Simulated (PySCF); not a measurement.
[PySCF: shieldings: GIAO PBE0/pcSseg-1; GFN2-xTB structure; relativity neglected; a single conformation; no solvent model; averaged over atoms made equivalent by symmetry, fast rotation or ring inversion]

δ = σ(ref) − σ, references computed at the same level: ¹H (σref 31.72) and ¹³C (σref 186.93) against TMS. Shifts are as computed. Against solution values, carbons near 30 ppm lie about +3 ppm off and those near 130 ppm about +5 ppm. Of 1309 compounds with measured shifts, 239 miss one by over three times the rms of a fit or turn the order of signals round; such compounds aren't used in these exercises. OH and NH positions are gas-phase values without hydrogen bonding to other molecules.

(1) Order these molecules by the shift of their most shielded carbon-bound hydrogen, lowest δ first.
A. C=CCc1cc1=O
B. C[SiH2]C1=CC[SiH2][SiH2][C@@H]1F
C. C=C([SiH2]N)C(=O)CO[SiH3]

(2) Order these molecules by the shift of their most deshielded carbon-bound hydrogen, lowest δ first.
A. C[SiH2]C1=CCC[SiH2][C@@H]1F
B. C[SiH2]C1=CC[SiH2][SiH2][C@@H]1F
C. C=CCc1cc1=O

(3) How many ¹³C and ¹H signals does each give (equivalence by symmetry and fast rotation, but not about amide C–N or C=N bonds)? `C=CCc1cc1=O`, `C[SiH2]C1=CCC[SiH2][C@@H]1F`, `C=C([SiH2]N)C(=O)CO[SiH3]`, `C[SiH2]C1=CC[SiH2][SiH2][C@@H]1F`

Answers

(1) B (0.12 ppm, hydrogen on a methyl carbon bonded to Si), A (3.52 ppm, hydrogen on an sp3 CH2 on an unsaturated ring), C (4.32 ppm, hydrogen on an sp3 CH2 bonded to O, α to a carbonyl).

(2) B (5.98 ppm, hydrogen on an alkene CH), A (6.47 ppm, hydrogen on an alkene CH), C (8.68 ppm, hydrogen on a unsaturated ring CH).

(3) C=CCc1cc1=O: 6 C, 5 H; C[SiH2]C1=CCC[SiH2][C@@H]1F: 6 C, 11 H; C=C([SiH2]N)C(=O)CO[SiH3]: 4 C, 6 H; C[SiH2]C1=CC[SiH2][SiH2][C@@H]1F: 5 C, 11 H.
